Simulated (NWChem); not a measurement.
Species: SrHSF; SMILES [Sr]([F])[SH]

```xyz
4

Sr     0.3167     0.4683     0.0000
F     -0.8230     2.2395     0.0000
S     -0.3485    -2.2093     0.0000
H      0.9487    -2.6019     0.0000
```
Atoms are numbered in this order, from 1.

All runs: NWChem. Geometry: optimised at PBE0/def2-SVP. def2 effective core potentials on Sr; no spin-orbit coupling.

For level PBE/def2-SVP:

```yaml
orbital gap (eV): 2.32
dipole (D): 6.21
```

Task: How do the values read with level TPSS/def2-SVP instead?

Result: 
- orbital gap (eV) = 2.57
- dipole (D) = 6.43
